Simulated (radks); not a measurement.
Values are calculated unless marked as measured or tabulated.
Tc+, configuration [Kr] 4d5 5s1. Level of theory: Dirac Kohn-Sham, PBE, spin-unpolarised, spherical densities, finite nucleus; open shells fill j = l - 1/2 first; Fermi nuclear charge, rms radius 4.4112 fm (a radial shooting solver on a logarithmic mesh with Libxc functionals).

Unscreened Slater integrals over Kohn-Sham orbitals (cm^-1). Large and small components are both included.

F0(5s1/2,5s1/2): 65084
F0(5s1/2,4d5/2): 78001
G2(5s1/2,4d5/2): 16264
F0(5s1/2,4d3/2): 78159
G2(5s1/2,4d3/2): 15888
F0(5s1/2,4p3/2): 81917
G1(5s1/2,4p3/2): 5543.5
F0(4d5/2,4d5/2): 119010
F2(4d5/2,4d5/2): 58557
F4(4d5/2,4d5/2): 37905
F0(4d5/2,4d3/2): 119670
F2(4d5/2,4d3/2): 58892
G2(4d5/2,4d3/2): 58872
G4(4d5/2,4d3/2): 38118
F0(4d5/2,4p3/2): 137520
F2(4d5/2,4p3/2): 65871
G1(4d5/2,4p3/2): 81544
G3(4d5/2,4p3/2): 49494
F0(4d3/2,4d3/2): 120330
F2(4d3/2,4d3/2): 59240
F0(4d3/2,4p3/2): 138520
F2(4d3/2,4p3/2): 66632
G1(4d3/2,4p3/2): 82752
G3(4d3/2,4p3/2): 50244
F0(4p3/2,4p3/2): 167130
F2(4p3/2,4p3/2): 87712
